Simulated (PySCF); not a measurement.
Br3Ge, multiplicity 2. Atoms are numbered in the order given.

```xyz
4

Ge     0.0000     0.0000     0.6091
Br     1.9158    -1.1061    -0.1856
Br    -1.9158    -1.1061    -0.1856
Br     0.0000     2.2121    -0.1856
```
Charge 0, spin multiplicity 2.

Geometry optimised at PBE-D3(BJ)/def2-SVP.

Level of theory: PBE-D3(BJ)/def2-SVP in PySCF.

Frequencies are harmonic and unscaled.

Modes within 1.5 cm⁻¹ of each other (mostly degenerate sets) share a row, with their intensities summed.

```csv
mode,ν (cm⁻¹),IR (km/mol),moving atoms (share of kinetic energy)
1–2,76,0.6,"Br 89 %, Ge 11 %"
3,104,0.7,"Br 59 %, Ge 41 %"
4,237,4.0,"Br 64 %, Ge 36 %"
5–6,295,103.5,"Ge 62 %, Br 38 %"
```
